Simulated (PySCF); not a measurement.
**CoF₃: one-bond stretch**

Level of theory: UPBE0 in PySCF with Co def2-SVP, F def2-SVP; no relativity; density-fitted integrals.

Rigid scan from the quintet minimum (Co–F 1.724 Å (×3); F–Co–F 120.0° (×3)). Coordinate: the bond from Co to the last atom (F) scaled, the rest fixed. Energies in kJ/mol from the minimum.

Question: Predict the curve at 0.92, 0.96, 1.00, 1.05, 1.12, 1.20, 1.35, 1.55, 1.80, 2.20.

Answer: 
```tsv
scale of one bond	E (kJ/mol)	dipole size (D)	⟨S²⟩
0.92	32.1	0.64	6.01
0.96	7.0	0.31	6.01
1.00	0.0	0.00	6.01
1.05	8.3	0.36	6.01
1.12	39.6	0.81	6.01
1.20	89.0	1.23	6.01
1.35	183.2	1.18	6.02
1.55	265.1	–	6.04
1.80	314.6	–	6.03
2.20	339.3	–	6.02
```

Other spin states or occupations of the open shell can lie lower.

Other isomers or separated fragments may lie lower.
